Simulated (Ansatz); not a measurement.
`Cl[SiH]1CS1` and `[SiH3][SiH]1CS1` differ in one atom or group.

Ansatz, PBE0-D4/def2-TZVP geometries, multiplicity 1. 

```tsv
property	`Cl[SiH]1CS1`
HOMO–LUMO gap (B3LYP/def2-TZVPP) / eV	6.49
ideal-gas entropy at 298 K and 1 bar (rigid rotor, harmonic PBE0-D4/def2-TZVP) / J/(mol·K)	310
LUMO energy (ωB97M-V/def2-TZVPP) / eV	1.56
HOMO–LUMO gap (PBE/def2-TZVPP) / eV	4.83
LUMO energy (PBE0/def2-TZVPP) / eV	-0.34
size of the dipole moment (B3LYP/def2-TZVPP) / D	1.52
```

Question: Give the same properties after the change, and the shifts. (Best estimate.)

Answer: Computed: 
| property | `[SiH3][SiH]1CS1` | shift |
| --- | --- | --- |
| HOMO–LUMO gap (B3LYP/def2-TZVPP) / eV | 5.63 | -0.86 |
| ideal-gas entropy at 298 K and 1 bar (rigid rotor, harmonic PBE0-D4/def2-TZVP) / J/(mol·K) | 341 | 31 |
| LUMO energy (ωB97M-V/def2-TZVPP) / eV | 0.97 | -0.59 |
| HOMO–LUMO gap (PBE/def2-TZVPP) / eV | 4.08 | -0.75 |
| LUMO energy (PBE0/def2-TZVPP) / eV | -0.82 | -0.48 |
| size of the dipole moment (B3LYP/def2-TZVPP) / D | 1.79 | 0.27 |

With PBE0 the HOMO rises by 0.45 eV and the LUMO falls by 0.48 eV, so the gap narrows by about 0.93 eV. PBE moves the HOMO by 0.40 eV and ωB97M-V by 0.47 eV. The zero-point energy changes by 60.7 kJ/mol with +9 modes. Dipoles are sizes alone; their direction can turn.

B3LYP here is the variant with VWN-RPA as its local correlation; programs differ in this.
